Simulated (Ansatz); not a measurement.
Isomers of C₃H₇GaO, relaxed with PBE0-D4/def2-TZVP in Ansatz; electronic energies, one conformer each and not always the lowest. Functionals use def2-TZVPP; CBS adds triple-zeta CCSD(T) − MP2 to the MP2 limit of def2-TZVPP and def2-QZVPP.

Outer-core shells of Ga are correlated without core-valence functions. Scalar relativity is left out up to krypton. Spin–orbit coupling is left out.

Question: Order them by energy at frozen-core CCSD(T)/CBS, lowest first. (An estimate is asked.)
A. `C/C(O)=[CH]/[GaH2]`
B. `C=[C]([GaH2])OC`
C. `[CH3][Ga]([CH3])[CH]=O`

Answer: C (0.0 kcal/mol), A (3.3 kcal/mol), B (23.7 kcal/mol).

Question: How do B2PLYP, ωB97M-V, MP2/CBS(def2), r2SCAN-D4 place them (kcal/mol, against `[CH3][Ga]([CH3])[CH]=O`)? (An estimate is asked.)

Answer: The calculation gave: 
```
              isomer  B2PLYP  ωB97M-V  MP2/CBS(def2)  r2SCAN-D4
   `C=[C]([GaH2])OC`    23.5     22.3           25.0       22.3
`C/C(O)=[CH]/[GaH2]`     3.6      1.8            2.9        0.6
```
